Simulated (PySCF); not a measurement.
Molecule: SMILES B[C@@H]1CC1=C, C₄H₇B.

Atoms are numbered as in `[BH2:1][C@@H:2]1[CH2:3][C:4]1=[CH2:5]`. Hydrogens are named by the atom that carries them. Ha(C3) is cis to B1 on the ring; Ha(C5) is cis to C2; Hb(C3) is trans to B1 on the ring; Hb(C5) is trans to C2.

Geometry PBE0-D3(BJ)/def2-SVP throughout; GIAO in PySCF 2.14.0 with density-fitted response routines, gas phase, one conformer, non-relativistic; equivalent atoms averaged; functional PBE0.

Question: How do the absolute shieldings σ depend on the basis set? (a selection of nuclei; ppm; last column core-seconds on 1 thread of an Arm Neoverse V1, shared host)

Answer: 
```csv
basis set,functions,B1,C5,C2,C3,H(B1),Hb(C5),Ha(C5),H(C2),Hb(C3),core-s
pcSseg-0,59,24.2,71.5,164.5,173.1,25.10,26.91,27.12,30.22,30.61,3.6
6-31G*,84,44.0,89.0,168.8,176.2,25.13,26.29,26.57,29.57,30.14,5.5
cc-pVDZ,105,41.9,88.3,168.5,177.7,24.52,25.49,25.79,28.98,29.49,6.7
def2-SVP,105,39.7,86.4,168.3,176.7,24.63,25.69,25.97,29.12,29.67,6.2
pcSseg-1,120,24.8,69.8,156.2,165.3,24.70,25.33,25.62,28.95,29.40,8.3
"6-311+G(2d,p)",177,29.7,74.8,158.5,168.1,24.84,25.69,26.00,29.16,29.63,14
aug-cc-pVDZ,178,38.5,88.4,168.4,177.1,24.58,25.44,25.75,28.98,29.46,14
def2-TZVP,197,28.6,74.0,158.7,168.1,24.80,25.64,25.94,29.13,29.60,17
IGLO-III,245,22.5,68.5,155.3,165.0,24.77,25.54,25.84,29.00,29.47,22
cc-pVTZ,248,29.9,75.2,159.2,168.7,24.75,25.45,25.75,28.93,29.41,23
pcSseg-2,278,21.6,67.7,155.3,164.8,24.72,25.38,25.67,28.88,29.34,28
```

Question: Which nucleus among those listed moves most, in ppm?

Answer: B1 (boron bonded to C, 2 H): from 21.6 ppm with pcSseg-2 to 44.0 ppm with 6-31G*. The smallest spread is 0.61 ppm, at H(B1). Proton shifts span only some 12 ppm, so a few tenths of a ppm matter as much there as several ppm in carbon.

Question: Taking the largest basis, pcSseg-2 (278 functions), as the yardstick, rank the others by their worst heavy-atom deviation.

Answer: IGLO-III 0.9 ppm (245 functions), pcSseg-1 3.2 ppm (120 functions), def2-TZVP 6.9 ppm (197 functions), 6-311+G(2d,p) 8.0 ppm (177 functions), cc-pVTZ 8.2 ppm (248 functions), pcSseg-0 9.2 ppm (59 functions), def2-SVP 18.7 ppm (105 functions), cc-pVDZ 20.5 ppm (105 functions), aug-cc-pVDZ 20.7 ppm (178 functions), 6-31G* 22.4 ppm (84 functions).

A small basis that lands close on one nucleus may do so by chance; judge by the trend and by all nuclei.
